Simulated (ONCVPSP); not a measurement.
## Which change was made? (Ba, ONCV)

```
Element                 : barium
Generator               : ONCVPSP 4.0.1
Type                    : optimised norm-conserving Vanderbilt (ONCV)
Functional              : PBEsol
Relativity              : scalar-relativistic
Frozen core             : [Xe]
Valence charge          : 2
Reference configuration : 6s2
Partial waves           : 6s: rc 4.00 bohr, ncon 4, nbas 8, qcut 1.4 1/bohr, 1 projector; p scattering state at 0.27 Ha: rc 3.40 bohr, ncon 4, nbas 8, qcut 2.1 1/bohr, 2 projectors, debl 3.6 Ha; d scattering state at 0.17 Ha: rc 3.60 bohr, ncon 4, nbas 8, qcut 2.5 1/bohr, 1 projector
Local potential         : polynomial inside 2.35 bohr (lpopt 5, dvloc0 6 Ha)
Core correction         : polynomial model core, fcfact 0.5
```

In the d channel the program set the typed energies aside and used -0.075 Ha.

Cutoffs, loose and tight: the cutoffs (Ha) at which the residual kinetic energy of the hardest occupied pseudo-wave falls to 1 and 0.1 mHa per electron. They do not see the model core or the augmentation charge, which bear on the density cutoff. Test errors are all-electron minus pseudo excitation energies from the reference, over the configurations 6s1; 6s1.5; 6s1 6p1; 6s0 6p1; variants that change the core or the reference have their own tests.

The base gives: outcome: generated, projector energies reset by the program; cutoff, loose: 1.1 Ha; cutoff, tight: 7.4 Ha; bound ghosts: none; GHOST(+) flags above zero: p; largest test error (meV): +65.

**Question.** After one change the result is: outcome: generated, projector energies reset by the program; cutoff, loose: 1.0 Ha; cutoff, tight: 5.6 Ha; bound ghosts: none; GHOST(+) flags above zero: s, p; largest test error (meV): -82. Which change was it?
A. all radii but the core radius scaled by about 1.33 (s 5.32, p 4.52, d 4.78 bohr); local potential polynomial inside 3.12 bohr (lpopt 5, dvloc0 6 Ha)
B. all radii but the core radius scaled by about 1.15 (s 4.62, p 3.92, d 4.16 bohr); local potential polynomial inside 2.72 bohr (lpopt 5, dvloc0 6 Ha)
C. all radii but the core radius scaled by about 0.78 (s 3.12, p 2.64, d 2.80 bohr); local potential polynomial inside 1.84 bohr (lpopt 5, dvloc0 6 Ha)

**Answer.** B. The others give: all radii but the core radius scaled by about 0.78 (s 3.12, p 2.64, d 2.80 bohr); local potential polynomial inside 1.84 bohr (lpopt 5, dvloc0 6 Ha) → outcome: failed: optimize: ERROR ps0norm > uunorm, code will stop | all radii but the core radius scaled by about 1.33 (s 5.32, p 4.52, d 4.78 bohr); local potential polynomial inside 3.12 bohr (lpopt 5, dvloc0 6 Ha) → outcome: generated, projector energies reset by the program; cutoff, loose: 0.8 Ha; cutoff, tight: 1.9 Ha; bound ghosts: p; GHOST(+) flags above zero: s; largest test error (meV): -155.
